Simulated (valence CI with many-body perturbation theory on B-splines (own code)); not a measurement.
Forbidden lines of Cl2+

Computed by valence CI with perturbative core correlation (CI+MBPT): five valence electrons over a frozen Dirac-Fock core [Ne], radial functions for each j: 9 s, 9 p, 8 d, 6 f, 3 g, 1 h, with the one-electron correlation potential Σ1 (screened to all orders), the two-electron term Σ2, the three-electron term Σ3, Breit, model QED; selected single and double excitations, second order for the rest, scaled by the run's own slope (own B-spline code, finite nucleus).

Set against measurement, 24 paired levels are off by 102 cm⁻¹ on average, the worst by 236. These come from a selection out of Moore, Atomic Energy Levels, vol. I, NSRDS-NBS 35 (1971 reprint of NBS Circular 467, 1949), an old analysis. Levels without a partner in it may be off by more. Among the levels kept, up to 1500 cm⁻¹ of a level comes from second order outside the variational space, and about a tenth of that is noise between levels of different J, which matters for small intervals.

Lines 1 to 21 of 21 in falling wavelength, among levels below 206928 cm⁻¹, chosen from the decays that carry over 1 % of a level's rate. Wavelengths and rates use the calculated energies, so an error of 100 cm⁻¹ moves a line at 8498 Å by 0.85 % and its rate by three times that or more. Electric multipoles are in the length gauge, E1 and E2 with the static RPA response of the core. S is in atomic units (e²a₀⁴ for E2 and M2, e²a₀⁶ for E3), for M1 in squared Bohr magnetons. Weak lines are less certain than strong ones. Lines between different terms over intervals too small for the method are left out, as are lines whose strength nearly cancels.

Names give the largest LS component (configuration and term), which can be under half, so a name can repeat, a term be missing and a line seem to break the LS rules; names also repeat where a configuration has a term twice.

```tsv
λ vac (Å)	λ from measured levels	Upper	Lower	Type	A (s⁻¹)	S (a.u.)
8498	8553	3s²3p³ ²P°_1/2	3s²3p³ ²D°_5/2	E2	9.22e-02	7.29e+00
8452	8504	3s²3p³ ²P°_1/2	3s²3p³ ²D°_3/2	M1	1.58e-01	7.09e-03
8452	8504	3s²3p³ ²P°_1/2	3s²3p³ ²D°_3/2	E2	1.41e-01	1.09e+01
8432	8484	3s²3p³ ²P°_3/2	3s²3p³ ²D°_5/2	E2	1.66e-01	2.52e+01
8432	8484	3s²3p³ ²P°_3/2	3s²3p³ ²D°_5/2	M1	1.44e-01	1.28e-02
8386	8436	3s²3p³ ²P°_3/2	3s²3p³ ²D°_3/2	M1	2.59e-01	2.27e-02
8386	8436	3s²3p³ ²P°_3/2	3s²3p³ ²D°_3/2	E2	7.18e-02	1.06e+01
5490	5539	3s²3p³ ²D°_3/2	3s²3p³ ⁴S°_3/2	M1	4.64e-03	1.14e-04
5490	5539	3s²3p³ ²D°_3/2	3s²3p³ ⁴S°_3/2	E2	4.24e-04	7.55e-03
5470	5519	3s²3p³ ²D°_5/2	3s²3p³ ⁴S°_3/2	E2	6.59e-04	1.73e-02
5470	5519	3s²3p³ ²D°_5/2	3s²3p³ ⁴S°_3/2	M1	1.03e-04	3.74e-06
4631		3s²3p²3d ²G_9/2	3s²3p²3d ⁴F_9/2	M1	2.33e-01	8.57e-03
4542		3s²3p²3d ²G_9/2	3s²3p²3d ⁴F_7/2	M1	9.07e-02	3.15e-03
3328	3354	3s²3p³ ²P°_1/2	3s²3p³ ⁴S°_3/2	M1	3.24e-01	8.86e-04
3318	3344	3s²3p³ ²P°_3/2	3s²3p³ ⁴S°_3/2	M1	8.04e-01	4.35e-03
2132		3s²3p²3d ²G_9/2	3s3p⁴ ²D_5/2	E2	4.43e+00	1.74e+00
2037		3s²3p²3d ⁴F_9/2	3s3p⁴ ⁴P_5/2	E2	3.20e+00	1.00e+00
773.9		3s²3p²3d ⁴F_9/2	3s²3p³ ²D°_5/2	M2	8.21e-01	2.03e-03
678.0		3s²3p²3d ⁴F_9/2	3s²3p³ ⁴S°_3/2	E3	6.26e-02	1.31e+02
663.1		3s²3p²3d ²G_9/2	3s²3p³ ²D°_5/2	M2	3.07e-01	3.51e-04
663.1		3s²3p²3d ²G_9/2	3s²3p³ ²D°_5/2	E3	5.44e-02	9.75e+01
```
